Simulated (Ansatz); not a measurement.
`C[S][Ge][OH]`. Total charge 0; spin multiplicity 1. All single points use the PBE0-D4/def2-TZVP geometry. It is one conformer, not always the lowest.

```xyz
8

C    -0.238   -1.086   -1.121
S    -0.068    0.616   -0.516
Ge    0.300    0.232    1.658
O     0.459    1.925    2.202
H    -1.223   -1.210   -1.568
H     0.526   -1.276   -1.874
H    -0.123   -1.806   -0.309
H     0.366    2.604    1.528
```

Problem. What is the dipole moment at r2SCAN/def2-TZVPP? (Estimate.)

Solution. Ansatz gave: 1.83 D, with components (-0.27, -1.27, -1.29) D in this frame, pointing from negative to positive charge.

Problem. And with PBE, B3LYP, ωB97M-V? (Estimate.)

Solution. Computed: PBE 1.73 D, B3LYP 1.82 D, ωB97M-V 1.75 D.

Problem. Give the Mulliken charges with r2SCAN, ωB97M-V, PBE in def2-TZVPP. (Best estimate.)

Solution. Computed: 
```tsv
atom	r2SCAN	ωB97M-V	PBE
C1	-0.13	-0.33	-0.25
S2	-0.28	-0.23	-0.25
Ge3	0.40	0.41	0.35
O4	-0.44	-0.42	-0.38
H5	0.09	0.14	0.12
H6	0.09	0.14	0.12
H7	0.07	0.12	0.10
H8	0.20	0.17	0.18
```

B3LYP here is the variant with VWN-RPA as its local correlation; programs differ in this.
